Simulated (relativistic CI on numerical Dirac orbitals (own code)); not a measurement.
What each ingredient does to the levels of Tc V

Base calculation: Dirac-Coulomb-Breit CI, separate exchange-only KLI orbitals for each configuration, model QED (radiative potential, 1s self-energy scaled to tabulated hydrogen-like ionisation energies), valence Slater integrals scaled by 0.85, P86 correlation energy added to each configuration.

CI space (outside the closed core [Ar] 3d10): 4s²4p⁶4d³, 4s²4p⁶4d²5s, 4s²4p⁶4d²4f, 4s²4p⁶4d²5p, 4s²4p⁵4d⁴, 4s²4p⁶4d²5d, 4s²4p⁶4d²6s, 4s²4p⁶4d5s5p, 4s²4p⁶4d²6p, 4s²4p⁶4d²6d, 4s²4p⁶4d²5f, 4s²4p⁶4d²7s, 4s²4p⁶4d²5g, 4s²4p⁶4d²7p, 4s²4p⁶4d²6f, 4s²4p⁵4d³4f, 4s4p⁶4d⁴, 4s²4p⁶4d4f5s, 4s²4p⁶4d5p5d, 4s²4p⁵4d³5s, 4s²4p⁶4d5s², 4s²4p⁶4f5s², 4s²4p⁶5s²5p, 4s²4p⁶5s²5d, 4s²4p⁶5s²6s, 4s²4p⁶4d4f², 4s²4p⁶4f²5s, 4s²4p⁶4f³, 4s²4p⁶4f²5p, 4s²4p⁶4f²5d, 4s²4p⁶4f²6s, 4s²4p⁶4d5p², 4s²4p⁶5s5p², 4s²4p⁶4f5p², 4s²4p⁶5p³, 4s²4p⁶5p²5d, 4s²4p⁶5p²6s, 4s²4p⁶4d5s5d, 4s²4p⁶4f5s5d, 4s²4p⁶5s5p5d, 4s²4p⁶5s5d², 4s²4p⁶5s5d6s, 4s²4p⁶4d4f5p, 4s²4p⁶4f5s5p, 4s²4p⁶4f5p5d, 4s²4p⁶4f5p6s. Double excitations out of closed p, d and f shells are left out; levels of such configurations are missing from the list, as are those of other unlisted configurations, and high levels can miss mixing partners. These lack a partner that the ground configuration has and come out too high: 4s²4p⁶4d²6p, 4s²4p⁶4d²6d, 4s²4p⁶4d²5f, 4s²4p⁶4d²7s, 4s²4p⁶4d²5g.

Variants: (1) valence Slater integrals scaled by 0.75; (2) Slater integrals left unscaled; (3) configuration mixing switched off; (4) non-relativistic limit. Shifts of the energy above 4s²4p⁶4d³ ⁴F3/2, in cm⁻¹, for the lowest level and the first level of each name with at least 55 % of one term (blank where a level changes its place among those of its configuration and J or its character, or is not in the variant):

| Level | Base | Δ(1) | Δ(2) | Δ(3) | Δ(4) |
| --- | --- | --- | --- | --- | --- |
| 4s²4p⁶4d³ ⁴F3/2 | 0.0 | 0.0 | 0.0 | 0.0 | 0.0 |
| 4s²4p⁶4d³ ⁴F5/2 | 1029.2 | +16.0 | -17.0 | -2.6 | -1029.2 |
| 4s²4p⁶4d³ ⁴F7/2 | 2304.7 | +14.6 | -15.0 | +0.4 | -2304.7 |
| 4s²4p⁶4d³ ⁴F9/2 | 3722.5 | -12.2 | +16.3 | +13.3 | -3722.5 |
| 4s²4p⁶4d³ ⁴P1/2 | 12111.4 | -1193.7 | +1737.5 | +622.2 | -1163.3 |
| 4s²4p⁶4d³ ⁴P3/2 | 12131.4 | -1256.7 | +1813.4 | +614.3 | -1183.4 |
| 4s²4p⁶4d³ ²G7/2 | 13541.1 | -1313.2 | +1960.5 | +525.2 | -1456.2 |
| 4s²4p⁶4d³ ⁴P5/2 | 13730.7 | -1176.9 | +1716.8 | +644.9 | -2782.6 |
| 4s²4p⁶4d³ ²G9/2 | 14359.7 | -1399.1 | +2066.0 | +480.8 | -2274.8 |
| 4s²4p⁶4d³ ²P1/2 | 17887.9 | -1731.8 | +2591.4 | +480.1 | -1690.0 |
| 4s²4p⁶4d³ ²H9/2 | 18569.7 | -1694.1 | +2580.8 | +409.4 | -2431.7 |
| 4s²4p⁶4d³ ²H11/2 | 18871.2 | -1812.8 | +2723.2 | +376.2 | -2733.3 |
| 4s²4p⁶4d³ ²D5/2 | 20287.9 | -1872.8 | +2772.4 | +789.1 | -2931.8 |
| 4s²4p⁶4d³ ²F7/2 | 28984.3 | -2969.5 | +4399.7 | +1129.2 | -1957.4 |

At this charge configurations can still be misplaced by up to about 7 % of their energy.

Ionisation energy from the two ground configurations alone: base 57.5 eV; valence Slater integrals scaled by 0.75 57.39 eV; Slater integrals left unscaled 57.67 eV. The NIST ASD value (theoretical) is 57 eV.

LS names give the leading component of a level, which can be under half, so a name can repeat, a term be missing and a line seem to break the LS rules.
